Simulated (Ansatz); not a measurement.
`BCOC` + `FC([SiH3])S` → `BSC(F)[SiH3]` + `COC` at 600 K and 1 bar (ligand exchange at a B–C bond).

Computed with Ansatz on PBE0-D4/def2-TZVP structures; ΔE is electronic, products minus reactants. CCSD(T)/CBS is the MP2 limit (def2-TZVPP, def2-QZVPP) plus CCSD(T) − MP2 in def2-TZVPP, frozen cores. Each species was taken in one conformer, which may not be the lowest.

| species | CCSD(T)/CBS energy (Eh) | H − E (kJ/mol) | S (J/(mol·K)) |
| --- | --- | --- | --- |
| `BCOC` | -180.23463 | 287.6 | 383.4 |
| `FC([SiH3])S` | -827.68200 | 196.6 | 405.2 |
| `BSC(F)[SiH3]` | -853.08988 | 243.7 | 461.9 |
| `COC` | -154.86276 | 248.7 | 321.2 |

H − E and S are ideal-gas, rigid-rotor, harmonic terms from PBE0-D4/def2-TZVP, for one conformer and one mirror image of each species. 1 Eh = 2625.50 kJ/mol, R = 8.31446 J/(mol·K).

Q: By hand: ΔE, ΔH, ΔS and ΔG.

A: ΔE = (-853.08988) + (-154.86276) − (-180.23463) − (-827.68200) = -0.03601 Eh = -94.5 kJ/mol. Δ(H − E) = 243.7 + 248.7 − 287.6 − 196.6 = 8.2, so ΔH = -86.3 kJ/mol. ΔS = 461.9 + 321.2 − 383.4 − 405.2 = -5.5 J/(mol·K). ΔG = -86.3 − 600 × (-5.5)/1000 = -83.0 kJ/mol.

Q: By hand: the equilibrium constant, and the temperature at which ΔG would vanish if ΔH and ΔS stayed fixed.

A: log₁₀ K = −ΔG/(RT ln 10) = 7.2. ΔG = 0 at ΔH/ΔS = 15691 K, far beyond where these terms or the molecules hold.

The number of gas molecules stays the same, so ΔS is small and ΔH decides. A doubt of 5 kJ/mol in ΔE shifts log₁₀ K by 0.4 here. Other conformers and mirror images would add mixing entropy, several J/(mol·K) or more a flexible species. Modes under 60 cm⁻¹, often nearly free rotors, make the harmonic entropy too high. These are equilibria of isolated gas molecules and say nothing of rates. Largest T1 diagnostic: 0.014 (customary marks: 0.02 for closed shells, 0.045 for open ones).
